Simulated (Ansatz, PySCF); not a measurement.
CH3BF2, singlet, geometry from GFN2-xTB, with bond 2-1 at 1.4 times its length. Base run: CASSCF(4,3)/6-31G in PySCF.

Input for PySCF:
```python
from pyscf import gto, scf, mcscf
import numpy

mol = gto.Mole()
mol.atom = '''
    B     0.032344   -0.035010    0.054432
    F     1.839299   -0.399611   -0.043023
    F    -0.547709   -0.533191    1.127851
    C    -0.733016    0.781991   -1.046833
    H    -1.744735    1.031652   -0.744107
    H    -0.791712    0.208428   -1.970255
    H    -0.205033    1.700695   -1.290852
'''
mol.basis = '6-31g'
mol.charge = 0
mol.spin = 0
mol.verbose = 4
mol.build()

mf = scf.RHF(mol)
mf.kernel()
mc = mcscf.CASSCF(mf, 3, 4)
mc.fix_spin_(ss=0.0)
mc.kernel()
occ = numpy.linalg.eigvalsh(mc.fcisolver.make_rdm1(mc.ci, mc.ncas, mc.nelecas))[::-1]
ss = mc.fcisolver.spin_square(mc.ci, mc.ncas, mc.nelecas)[0]
print('natural occupations', occ.round(4), ' <S^2>', round(ss, 4))
```

Programs used: Ansatz (an electronic-structure program), PySCF; a row that names a program was run with it.

Each row names what was changed in the base input (with any setting that the change needs).

```csv
change,ΔE vs base (mEh),natural occupations,<S^2> of the state,outcome
base,0.000,2.00 1.99 0.01,0.00,converged
code = ansatz,-19.629,-,-,converged
"active space = 4 electrons, 5 orbitals",-,-,-,not converged
orbitals = fixed (CASCI); correction = SC-NEVPT2,-386.3,2.00 2.00 0.00,0.00,converged
"active space = 4 electrons, 4 orbitals",-50.025,1.98 1.96 0.04 0.02,0.00,converged
"active space = 8 electrons, 9 orbitals",-112.0,1.98 1.98 1.98 1.96 0.04 0.02 0.02 0.02 0.00,0.00,converged
solver = newton,6.373,2.00 1.99 0.01,0.00,converged
conv_tol = 1e-5,12.507,2.00 2.00 0.00,0.00,converged
orbitals = fixed (CASCI),12.507,2.00 2.00 0.00,0.00,converged
state_average = 2 states,-5.342,-,-,converged
correction = SC-NEVPT2,-385.5,2.00 1.99 0.01,0.00,converged
```

Active orbitals are taken around the Fermi level unless the row says otherwise; CASSCF can end in different local minima, and two programs can end on different orbitals. State-averaged rows give the lowest state.
